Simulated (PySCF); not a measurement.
## Polarisability and C₆ of Ir (iridium, neutral)

[Xe] 4f14 5d6 6s2 6p1, one real determinant (an excited configuration). Computed with PySCF 2.14 in aug-cc-pVTZ-PP with one added diffuse shell each of s, p, d, f, g type with ECP60MDF (7s7p6d4f3g, 113 functions), with a scalar-relativistic core potential. Coupled (time-dependent) response in atomic units; α is the mean over directions.

| method | mean α (bohr³) | α xx, yy, zz | C₆ (like pair) | S(−4) |
| --- | --- | --- | --- | --- |
| UHF | 82.90 | 66.50, 66.50, 115.7 | 1034 | 3291 |
| PBE | 86.63 | 65.88, 65.88, 128.1 | 1038 | 4762 |

S(−4) is the Cauchy moment in α(ω) = α(0) + S(−4) ω² + …

Spin-orbit coupling is absent.

α(iu) at UHF:

```
u (hartree)  α(iu) (bohr³)
          0          82.90
     0.0500          75.77
      0.100          62.00
      0.200          39.64
      0.300          26.97
      0.500          15.23
      0.750          9.373
       1.00          6.580
       1.50          3.906
       2.00          2.627
       3.00          1.427
       5.00         0.6057
```

A single London oscillator, α(iu) = α/(1 + u²/ω²), gives C₆ = (3/4) ω α². Matching the computed C₆ needs ω = 4 × 1034 / (3 × 82.90²) = 0.201 hartree.

The components differ because the open shell of this determinant is not spherical; for a pure term their mean is the scalar polarisability.

⟨L²⟩ = 8.57 against 12 for a pure F term, so this real determinant mixes terms. Energies and moments cover only the electrons outside the core potential. Spin-orbit coupling, absent here, splits the open shell strongly.
